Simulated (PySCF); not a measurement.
THF (C4H8O), SMILES C1CCOC1. Atoms are numbered in the order given.

```xyz
13

C     -0.7260    -0.2321     0.9865
C      0.7260     0.2321     0.9865
C      1.1529    -0.1342    -0.4299
O      0.0000     0.0000    -1.2351
C     -1.1529     0.1342    -0.4299
H     -1.3455     0.2427     1.7611
H     -0.7773    -1.3234     1.1340
H      1.3455    -0.2427     1.7611
H      0.7773     1.3234     1.1340
H      1.9508     0.5174    -0.8230
H      1.5242    -1.1772    -0.4719
H     -1.5242     1.1772    -0.4719
H     -1.9508    -0.5174    -0.8230
```
Charge 0, spin multiplicity 1.

Coordinates come from a PBE0-D3(BJ)/def2-SVP optimisation. Other conformers were not sampled.

Method: PBE/pcSseg-1 in PySCF.

GIAO shieldings, no solvent; atoms listed in one row are averaged. δ = σ(ref) − σ: ¹³C against TMS (σ = 182.0 ppm); ¹⁷O against H2O (σ = 334.3 ppm); ¹H against TMS (σ = 31.49 ppm), references at their B3LYP-D3(BJ)/def2-TZVP geometries, non-relativistic.

Computed chemical shifts:
```tsv
nucleus	atoms	count	δ (ppm)
¹³C	C3, C5	2	74.9
¹³C	C1, C2	2	32.6
¹⁷O	O4	1	54.1
¹H	H10, H13	2	4.41
¹H	H12, H11	2	4.07
¹H	H6, H7, H8, H9	4	2.00
```
